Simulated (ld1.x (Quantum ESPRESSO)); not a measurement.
# Varying the TM potential for Si (Z = 14)

Base potential:

ld1.x (Quantum ESPRESSO) 7.5 input, shortened:

```
&input
   title='Si', zed=14., rel=1, dft='BLYP', iswitch=3,
   config='[Ne] 3s2 3p2'
 /
 &inputp
   pseudotype=2, tm=.true., lloc=0,
   nlcc=.true., new_core_ps=.true., rcore=1.10
 /
2
3P  2  1   2.00   0.00  1.50  1.50  0.0
3S  1  0   2.00   0.00  1.40  1.40  0.0
 &test
   configts(1)='3s2 3p2'
 /
```

All-electron outer shells of the reference configuration (BLYP, scalar-relativistic, ld1.x):

```json
{"shell": "2s", "level (eV)": "-139.30", "outermost node (bohr)": "0.15", "outermost maximum (bohr)": "0.45"}
{"shell": "2p", "level (eV)": "-95.56", "outermost node (bohr)": "–", "outermost maximum (bohr)": "0.39"}
{"shell": "3s", "level (eV)": "-10.68", "outermost node (bohr)": "0.72", "outermost maximum (bohr)": "1.77"}
{"shell": "3p", "level (eV)": "-3.93", "outermost node (bohr)": "0.72", "outermost maximum (bohr)": "2.14"}
```

Cutoffs, loose and tight: the cutoffs (Ry, on a coarse ladder) from which the occupation-weighted sum of valence levels, in a spherical-Bessel basis at the reference potential, stays within 10 and 1 mRy of its value at 400 Ry. They do not see the model core or the augmentation charge, which bear on the density cutoff. Test errors are all-electron minus pseudo excitation energies from the reference, over the configurations 3s2 3p1; 3s2 3p0; 3s1 3p0; 3s0 3p4; 3s1 3p2; 3s1 3p3; 3s2 3p2.3. A dash means not determined; rows that change the core or the reference have their own tests.

A true bound ghost makes a file unfit for plane-wave use even where its test errors are small: the radial tests pick states by their node count and pass the ghost by.

| change | outcome | cutoff, loose | cutoff, tight | bound ghosts | largest test error (meV) |
| --- | --- | --- | --- | --- | --- |
| base | generated | 35 Ry | 80 Ry | none | +47 |
| all radii but the core radius scaled by about 0.86 (s 1.20, p 1.28 bohr) | generated | 80 Ry | 160 Ry | none | +57 |
| type RRKJ | generated | 35 Ry | 70 Ry | none | +49 |
| core correction Bessel-smoothed model core inside 1.40 bohr | generated | 35 Ry | 80 Ry | none | +70 |
| wave 3p (bound): rc 1.50 bohr becomes 3p (bound): rc 1.60 bohr | generated | 35 Ry | 70 Ry | none | +51 |
| reference 3s1 3p0 | generated | 30 Ry | 70 Ry | none | +97 |
| functional PBE | generated | 35 Ry | 80 Ry | none | +45 |
| wave 3s (bound): rc 1.40 bohr becomes 3s (bound): rc 0.96 bohr | generated | 260 Ry | 300 Ry | s (extra level of the local part) | +426 |
| non-relativistic | generated | 35 Ry | 80 Ry | none | +50 |

Problem. What comes out with this change to the base: local potential all-electron potential smoothed inside 1.15 bohr (lloc = -1)?

Solution. outcome: generated; cutoff, loose: 35 Ry; cutoff, tight: 80 Ry; bound ghosts: none; largest test error (meV): +108.
